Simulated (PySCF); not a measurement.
First SCF of a structure search on singlet InOCl, at a hand-made bent geometry. PySCF input:

```python
from pyscf import gto, scf, dft
mol = gto.M(atom='''
In     0.000000     0.000000     0.000000
O     -1.581000     0.000000     1.107000
Cl     1.974200     0.000000     1.382300''',
    basis={'In': 'def2-TZVP', 'O': 'def2-TZVP', 'Cl': 'def2-TZVP'},
    ecp={'In': 'def2-TZVP'},
    charge=0, spin=0)
mf = dft.RKS(mol, xc='PBE0')
mf.grids.atom_grid = (50, 194)
aux = {'In': 'def2-universal-JKFIT', 'O': 'def2-universal-JKFIT', 'Cl': 'def2-universal-JKFIT'}
mf = mf.density_fit(auxbasis=aux)
mf.conv_tol = 1e-08
mf.diis_space = 10
mf.max_cycle = 60
mf.init_guess = 'minao'
mf.verbose = 4
mf.kernel()
```

Excerpt of the output (cycles and frontier levels):

```
init E= -692.584967832554
  HOMO = -0.62161248720607  LUMO = -0.604243281025664  gap/eV = 0.47264
cycle= 1 E= -724.165396434672  delta_E= -31.6  |g|= 2.23  |ddm|= 45.2
  HOMO = 0.00552205328317298  LUMO = 0.039200902610977  gap/eV = 0.91645
cycle= 2 E= -715.546211401583  delta_E= 8.62  |g|= 4.87  |ddm|=   11
  HOMO = -0.347050399725353  LUMO = -0.199396395661395  gap/eV = 4.01787
cycle= 3 E= -724.383082078221  delta_E= -8.84  |g|= 2.07  |ddm|= 8.51
  HOMO = -0.30245456006515  LUMO = -0.205875390031745  gap/eV = 2.62805
cycle= 4 E= -725.290567782471  delta_E= -0.907  |g|= 0.341  |ddm|= 1.87
  HOMO = -0.253839675049365  LUMO = -0.187756818556164  gap/eV = 1.79821
cycle= 5 E= -725.298437167366  delta_E= -0.00787  |g|= 0.348  |ddm|= 0.986
  HOMO = -0.270704321663158  LUMO = -0.179790768080486  gap/eV = 2.47388
cycle= 6 E= -725.323398186998  delta_E= -0.025  |g|= 0.139  |ddm|= 0.282
  HOMO = -0.28763285362751  LUMO = -0.186854125872902  gap/eV = 2.74233
cycle= 7 E= -725.328034995232  delta_E= -0.00464  |g|= 0.0237  |ddm|= 0.132
  HOMO = -0.288504136434751  LUMO = -0.185295662244272  gap/eV = 2.80845
cycle= 8 E= -725.328145169738  delta_E= -0.00011  |g|= 0.00902  |ddm|= 0.0253
  HOMO = -0.289039767402111  LUMO = -0.185197296178506  gap/eV = 2.82570
cycle= 9 E= -725.328167372842  delta_E= -2.22e-05  |g|= 0.00225  |ddm|= 0.0151
  HOMO = -0.288724322952248  LUMO = -0.185064950809915  gap/eV = 2.82072
cycle= 10 E= -725.328169890419  delta_E= -2.52e-06  |g|= 0.000937  |ddm|= 0.00442
  HOMO = -0.2887786765157  LUMO = -0.185077972161192  gap/eV = 2.82184
cycle= 11 E= -725.328170882797  delta_E= -9.92e-07  |g|= 0.000469  |ddm|= 0.00445
  HOMO = -0.288778393551152  LUMO = -0.185076064179504  gap/eV = 2.82188
cycle= 12 E= -725.328171077952  delta_E= -1.95e-07  |g|= 0.000266  |ddm|= 0.00221
  HOMO = -0.288792210928304  LUMO = -0.185081638967777  gap/eV = 2.82211
cycle= 13 E= -725.328171106096  delta_E= -2.81e-08  |g|= 0.000109  |ddm|= 0.000757
  HOMO = -0.288799030260792  LUMO = -0.18508268956201  gap/eV = 2.82227
cycle= 14 E= -725.328171109281  delta_E= -3.19e-09  |g|= 2.35e-05  |ddm|= 0.000229
  HOMO = -0.288809039966953  LUMO = -0.185085880476266  gap/eV = 2.82245
Extra cycle  E= -725.328171107362  delta_E= 1.92e-09  |g|= 9.54e-05  |ddm|= 0.000122
converged SCF energy = -725.328171107362
```

No lower solution of this spin was found by a stability analysis within the restricted form, which does not test spin polarisation.

The search for the lowest solution, with the stability check, took 4.2 s on 4 threads of a shared Arm Neoverse V1 host, with 118 basis functions; the process peaked at 0.36 GiB.
